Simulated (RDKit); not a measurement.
A run for RDKit: UFF on FHN2 (a complex), monomers drawn apart or pushed together.

```python
from rdkit import Chem
from rdkit.Chem import AllChem, rdDetermineBonds

blocks = [
'''2

F    -0.39062034   -0.20737798   -0.65063602
H    -0.28308581   -0.17248773    0.27056974
''',
'''2

N     0.17368741   -0.02707254    4.17548992
N     0.04703591   -0.06699752    3.09389817
''',
]
mol = None
for b in blocks:
    f = Chem.MolFromXYZBlock(b)
    rdDetermineBonds.DetermineBonds(f, charge=0)
    mol = f if mol is None else Chem.CombineMols(mol, f)
Chem.SanitizeMol(mol)
print(Chem.MolToSmiles(Chem.RemoveHs(mol)))
ff = AllChem.UFFGetMoleculeForceField(mol, vdwThresh=100.0, ignoreInterfragInteractions=False)
e = ff.CalcEnergy()
print(f'UFF energy {e:.6f} kcal/mol')
```

It printed:

```
F.N#N
UFF energy 2.746902 kcal/mol
```

The run finished.

Cost: around 0.03 core-seconds (rough).
